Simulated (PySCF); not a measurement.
Q: What does the PBE0-D3(BJ)/def2-SVP structure of `FC[SiH]1CC1` look like in three dimensions?

A: 
```
atom  x, y, z in Å
F1     1.3217    1.2341   -1.2710
C2     1.7189    0.6862   -0.0686
Si3    0.2630   -0.2843    0.6680
C4    -0.9643   -0.9974   -0.5216
C5    -1.4495    0.2664    0.2236
H6     2.5893    0.0282   -0.2424
H7     2.0499    1.4960    0.6059
H8     0.5532   -0.9348    1.9722
H9    -0.7645   -0.8750   -1.5923
H10   -1.4819   -1.9359   -0.2948
H11   -1.5624    1.1723   -0.3822
H12   -2.2673    0.1299    0.9396
```

Orientation and origin are arbitrary. Atoms count from 1 in this order. Si3 (SiH silicon) has angles from 49.3° to 121.6°. The C–Si distances run from 1.852 Å (Si3–C4, drawn single) to 1.898 Å (C2–Si3, drawn single), a spread of 0.046 Å. The 3-membered ring Si3–C4–C5 has internal angles of 49.3° to 65.4°.

Bonds between heavy atoms (Å): F1–C2 1.380, C2–Si3 1.898, Si3–C4 1.852, C4–C5 1.545, Si3–C5 1.853.

Method used: PBE0-D3(BJ)/def2-SVP geometry optimisation, gas phase (PySCF 2.14.0).

Point group: Cs (tolerance 0.08 Å). Whether it is a minimum is left open (no frequencies). One conformer, not necessarily the lowest (F1–C2–Si3–C4 28°).
